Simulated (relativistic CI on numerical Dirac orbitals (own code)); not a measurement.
# One change at a time: Dy29+

Base calculation: Dirac-Coulomb-Breit CI, orbitals from a KLI potential per configuration, model QED, unscaled Slater integrals.

Configurations in the expansion (outside the closed core [Ar] 3d10): 4s2 4p6 4d, 4s2 4p5 4d2, 4s2 4p6 4f, 4s 4p6 4d2, 4s2 4p5 4d 4f, 4s 4p6 4d 4f, 4s2 4p6 5s, 4s2 4p6 5p, 4s2 4p6 5d, 4s2 4p5 4d 5s, 4s2 4p6 5f, 4p6 4d2 4f, 4s2 4p5 4d 5p, 4s2 4p6 5g, 4s 4p6 4f 5s, 4s 4p6 4d 5s, 4s2 4p6 6s, 4s2 4p5 4d 5d, 4p6 4d3, 4p5 4d4, 4p5 4d3 4f, 4p6 4d 4f2, 4p5 4d2 4f2, 4p6 4f3, 4p5 4d 4f3, 4p6 4f2 5s, 4s 4p6 4f2, 4s 4p5 4f3, 4s 4p6 4f 5p, 4s 4p5 4f2 5p, 4p6 4f2 5p. Double excitations out of closed p, d and f shells are left out; levels of such configurations are missing from the list, as are those of other unlisted configurations, and high levels can miss mixing partners. These lack a partner that the ground configuration has and come out too high: 4s2 4p5 4d 5s, 4s2 4p5 4d 5p, 4s2 4p5 4d 5d, 4s2 4p6 5d, 4s2 4p6 5f.

Variants: (1) Breit term removed; (2) non-relativistic limit. Shifts of the energy above 4s2 4p6 4d 2D_3/2, in cm⁻¹, for the lowest level and the first level of each name with at least 55 % of one term (blank where a level changes its place among those of its configuration and J or its character, or is not in the variant):

| Level | Base | Δ(1) | Δ(2) |
| --- | --- | --- | --- |
| 4s2 4p6 4d 2D_3/2 | 0 | 0 | 0 |
| 4s2 4p6 4d 2D_5/2 | 80366 | +1996 | -80366 |
| 4s2 4p5 4d2 4D°_1/2 | 990680 | +2759 | -67676 |
| 4s2 4p5 4d2 4D°_3/2 | 994215 | +2527 | -71211 |
| 4s2 4p5 4d2 4G°_9/2 | 1079918 | +4902 | -123312 |
| 4s2 4p5 4d2 4G°_11/2 | 1103538 | +5630 | -146932 |
| 4s2 4p5 4d2 2H°_11/2 | 1170098 | +6692 | -148926 |
| 4s2 4p5 4d2 2P°_1/2 | 1216518 | +6267 | -203463 |
| 4s2 4p5 4d2 2P°_3/2 | 1292300 | +6044 |  |
| 4s2 4p6 4f 2F°_7/2 | 1382506 | +5734 | -2392 |
| 4s 4p6 4d2 4F_3/2 | 2064240 | +3263 | -461088 |
| 4s 4p6 4d2 4F_5/2 | 2092487 | +3930 | -489335 |
| 4s 4p6 4d2 4P_1/2 | 2128832 | +3638 | -490087 |
| 4s 4p6 4d2 4F_7/2 | 2144202 | +5521 | -541050 |
| 4s 4p6 4d2 4P_3/2 | 2167567 | +4962 | -528821 |
| 4s 4p6 4d2 4F_9/2 | 2184483 | +6402 | -581330 |
| 4s 4p6 4d2 2D_3/2 | 2229215 | +5391 | -548713 |
| 4s 4p6 4d2 2G_7/2 | 2238017 | +5363 | -537863 |
| 4s2 4p5 4d 4f 4G_5/2 | 2263205 | +6309 | -120900 |

At this charge energies of transitions that change n are usually good to better than 1 %, and those within a shell (Δn = 0) to a few per cent.

Ionisation energy from the two ground configurations alone: base 1058.57 eV; Breit term removed 1059.11 eV. The NIST ASD value (theoretical) is 1059 eV.

LS names give the leading component of a level, which can be under half, so a name can repeat, a term be missing and a line seem to break the LS rules.
